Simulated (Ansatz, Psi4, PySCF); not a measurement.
C₄H₁₁O₂ (SMILES COCC[OH+]C), charge +1, singlet, geometry from GFN2-xTB. Base run: CAMB3LYP/STO-3G (PySCF).

Geometry (Å):
```xyz
17

C     -2.1516    -1.0544    -0.1870
O     -1.0371    -0.6028     0.5649
C     -0.7410     0.7598     0.4440
C      0.3233     1.0353    -0.6302
O      1.6462     0.6923    -0.0865
C      1.8736    -0.7337     0.0888
H     -3.0605    -0.5249     0.1076
H     -2.2591    -2.1106     0.0454
H     -1.9928    -0.9315    -1.2625
H     -0.3561     1.0986     1.4117
H     -1.6360     1.3445     0.2039
H      0.3530     2.0995    -0.8658
H      0.1306     0.4481    -1.5322
H      2.3448     1.0503    -0.6715
H      2.8055    -0.8512     0.6389
H      1.0421    -1.1313     0.6731
H      1.9294    -1.2502    -0.8696
```
Charge +1, spin multiplicity 1.
All else is at PySCF's defaults.

The same geometry, method and basis name were run in Ansatz (a quantum-chemistry and plane-wave program) and Psi4 and PySCF, at each program's defaults and at the settings that a row names. The base is PySCF at its defaults. Differences at the defaults can come from grids, fitting, cores and function types together.

```json
[
 {"code and settings": "PySCF, defaults (exact integrals, its default grid, spherical functions)", "ΔE vs base (µEh)": "0.0", "basis functions": "41", "E (Eh)": "-305.10629", "SCF cycles": "9"},
 {"code and settings": "Psi4, defaults (density fitting with its default set, its default grid, spherical functions)", "ΔE vs base (µEh)": "-1821", "basis functions": "41", "E (Eh)": "-305.10811", "SCF cycles": "8"},
 {"code and settings": "Ansatz, defaults (factorised integrals, its default grid, spherical functions)", "ΔE vs base (µEh)": "0.7", "basis functions": "41", "E (Eh)": "-305.10629", "SCF cycles": "-"},
 {"code and settings": "PySCF, density fitting with def2-universal-jkfit", "ΔE vs base (µEh)": "-1819", "basis functions": "41", "E (Eh)": "-305.10811", "SCF cycles": "9"},
 {"code and settings": "PySCF, fine grid", "ΔE vs base (µEh)": "-3.7", "basis functions": "41", "E (Eh)": "-305.10630", "SCF cycles": "9"},
 {"code and settings": "Psi4, exact integrals, spherical functions, fine grid", "ΔE vs base (µEh)": "-3.8", "basis functions": "41", "E (Eh)": "-305.10630", "SCF cycles": "11"},
 {"code and settings": "Ansatz, high accuracy", "ΔE vs base (µEh)": "-3.9", "basis functions": "41", "E (Eh)": "-305.10630", "SCF cycles": "-"}
]
```
